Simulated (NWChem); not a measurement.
# C2H8Si; SMILES CC[SiH3]

```xyz
11

Si     0.1128    -1.1577    -0.0001
C     -0.6631     0.5749    -0.0001
C      0.3594     1.7195     0.0000
H     -0.9523    -2.2232     0.0021
H      0.9777    -1.3492    -1.2199
H      0.9799    -1.3467     1.2186
H     -1.3304     0.6437     0.8868
H     -1.3318     0.6445    -0.8859
H      1.0160     1.6814    -0.8940
H      1.0192     1.6784     0.8914
H     -0.1353     2.7129     0.0026
```
Atoms are numbered in this order, from 1.

Results from NWChem. Coordinates come from a PBE-D3(BJ)/def2-SVP optimisation.

For level PBE0/STO-3G:

- highest occupied level (eV) = -6.81
- orbital gap (eV) = 14.98
- dipole (D) = 0.22

**Question.** Estimate the same quantities for level PBE0/pcseg-1.

**Answer.** 
| Item | Value |
|---|---|
| highest occupied level (eV) | -8.55 |
| orbital gap (eV) | 9.37 |
| dipole (D) | 0.82 |
